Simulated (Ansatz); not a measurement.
Species: SeBr, charge 0, doublet. SeBr (SMILES [Se]Br, doublet).
B3LYP-D3(BJ)/def2-TZVP minimum from Ansatz (a first-principles code):
```xyz
2

Se     0.0000     0.0000    -1.1641
Br     0.0000     0.0000     1.1308
```
Charge 0, spin multiplicity 2.

Total energies in hartree (Ansatz). Radicals and triplets start from unrestricted determinants; spin-orbit coupling is neglected. Correlated methods leave the cores frozen (noble-gas shells, and filled d and f shells in the p block). No relativity. Spin-orbit terms, left out, reach several kcal/mol for Br and I, and more for heavier atoms.

```tsv
species	HF/cc-pVTZ	CCSD(T)/cc-pVTZ	HF/cc-pVQZ	CCSD(T)/cc-pVQZ	CCSDT(Q)/cc-pVQZ
1: SeBr (SMILES [Se]Br, doublet)	-4972.35049	-4972.67783	-4972.35687	-4972.71552	-4972.71771
2: Se (triplet)	-2399.87209	-2399.99441	-2399.87500	-2400.00700	-2400.00778
3: Br (doublet)	-2572.44509	-2572.60263	-2572.44802	-2572.62195	-2572.62273
```

Work out the atomisation energy (electronic, to ground-state atoms) in kJ/mol: take Hartree-Fock from cc-pVQZ, extrapolate the CCSD(T) correlation energy as X^-3 (X = 3, 4), and add CCSDT(Q) - CCSD(T) in cc-pVQZ. 1 hartree = 2625.5 kJ/mol.


Species 1: correlation (64·(-0.35865) - 27·(-0.32734))/37 = -0.38150; step -0.00219; E1 = -4972.35687 + (-0.38150) + (-0.00219) = -4972.74056
Species 2: correlation (64·(-0.13200) - 27·(-0.12232))/37 = -0.13906; step -0.00078; E2 = -2399.87500 + (-0.13906) + (-0.00078) = -2400.01484
Species 3: correlation (64·(-0.17393) - 27·(-0.15754))/37 = -0.18589; step -0.00078; E3 = -2572.44802 + (-0.18589) + (-0.00078) = -2572.63469
-1·E1 +1·E2 +1·E3 = 0.09103 hartree = 239.0 kJ/mol.
